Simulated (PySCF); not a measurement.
AlFH₄OSi, SMILES [O]([SiH3])[AlH][F]. Atoms are numbered in the order given.

```xyz
8

Al    -0.3622     1.1599     0.6264
F      1.0659     1.7122     1.2751
H     -1.6660     1.9899     0.8463
O     -0.3478    -0.2819    -0.2486
Si    -0.0416    -1.7006    -1.0433
H     -1.0826    -2.7083    -0.6908
H      1.2972    -2.2379    -0.6634
H     -0.0691    -1.4686    -2.5163
```
Charge 0, spin multiplicity 1.

The structure is a stationary point at B3LYP-D3(BJ)/def2-SVP. Other conformers were not sampled.

Computed with CAM-B3LYP/def2-TZVP (PySCF).

ESP charges are fitted to the potential on shells at 1.4 to 2.0 van der Waals radii. Atomic charges (e):

```
atom    IAO  ESP fit
----  -----  -------
Al1    1.26     1.11
F2    -0.58    -0.46
H3    -0.22    -0.28
O4    -0.91    -0.53
Si5    0.92     0.40
H6    -0.16    -0.09
H7    -0.16    -0.07
H8    -0.16    -0.08
```
